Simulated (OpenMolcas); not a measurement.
Pt5+ among 6 point charges of -1.2 e arranged as a trigonal antiprism (D3d), 2.17 Å from the ion, with a polar angle of 63.0° against the regular 54.74°.

```
Program             : OpenMolcas
Method              : SS-CASPT2, IPEA 0.25 Eh, imaginary shift 0.1 Eh (closed shells correlated: 5s 5p)
Basis               : ANO-RCC-VDZP [7s6p4d2f]
Scalar Hamiltonian  : DKH2, point nucleus
Active space        : 5 electrons in 5 orbitals (5d)
State averaging     : 2S+1 = 6 even, 1 root; 2S+1 = 4 even, 24 roots; 2S+1 = 2 even, 75 roots
Spin-orbit coupling : RASSI with atomic mean-field integrals over the reference wave functions
```

**Question.** What is the spin-free ground state (labels of D3, the rotations of D3d)?

**Answer.** 6A1, 1-fold in its orbital part, 100 % from free-ion S terms; it has the highest spin that d5 allows.

**Question.** What are the lowest two levels with spin-orbit coupling?

**Answer.** A 2-fold level E1/2 with g = 1.74, 5.60, 5.60, then a 2-fold level E3/2 200 cm-1 above it. Their leading multiplicities are 6 (77 %) and 6 (79 %).

**Question.** What is χT at 300 K?

**Answer.** 3.77 cm3 K/mol.

Roots that are degenerate in the reference are averaged as groups; the widest CASPT2 spread within a group is 46 cm-1 (the 2-fold group of multiplicity 4 near 27700 cm-1 above the lowest state of its run). Shifts and gaps below about the spread of the groups concerned are not significant. Point charges give a weaker field than real ligands, and real ions of this kind are as a rule low spin; the high spin found here belongs to the model. Free-ion shares, where given, are those of the reference states; single-state CASPT2 does not remix them. This is an electrostatic model: the charges have no orbitals. No measured value stands beside these numbers.
